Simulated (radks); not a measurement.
Values are calculated unless marked as measured or tabulated.
Ionisation of In44+, [He] 2s2 2p1, to In45+, [He] 2s2, under several functionals. Scalar-relativistic Kohn-Sham, spin-unpolarised, spherical densities, point nucleus; a radial shooting solver on a logarithmic mesh with Libxc functionals.

| functional | E(In44+) (hartree) | Exc (hartree) | IE (eV) | -e(HOMO) (eV) | <r> HOMO (bohr) | IE error (eV) |
|---|---|---|---|---|---|---|
| BP86 | -3296.83287 | -48.24915 | 7282.3 | 7174.3 | 0.1048 | -159.7 |
| exchange-only B88 | -3296.39682 | -47.81138 | 7280.6 | 7172.6 | 0.1048 | -161.4 |
| LDA (Slater exchange, Perdew-Wang correlation) | -3291.57038 | -42.96330 | 7276.9 | 7169.1 | 0.1048 | -165.1 |
| SOGGA | -3294.20518 | -45.61011 | 7277.6 | 7169.8 | 0.1048 | -164.4 |
| PW91 | -3296.41460 | -47.82768 | 7282.3 | 7174.2 | 0.1048 | -159.7 |
| AM05 | -3292.49645 | -43.89529 | 7274.8 | 7167.5 | 0.1048 | -167.2 |
| BLYP | -3296.59680 | -48.01131 | 7282.1 | 7174.1 | 0.1048 | -159.9 |
| HCTH/407 | -3295.31448 | -46.73140 | 7279.5 | 7174.2 | 0.1048 | -162.5 |

NIST Atomic Spectra Database: 7442 eV (semi-empirical). Closest: BP86. The Delta-SCF values span 7.45 eV, the total energies 5.26 hartree. The highest occupied level is 2p. Spin polarisation and multiplet splitting are left out, so open shells lie too high by an amount that depends on their filling. Spin-orbit splitting is averaged out at the scalar-relativistic level. Nuclear size, the Breit interaction and QED, all absent here, shift the 1s and 2s values of heavy ions.

Beside tabulated values, note that spin-unpolarised runs miss the spin-polarisation part of the exchange energy of open shells.
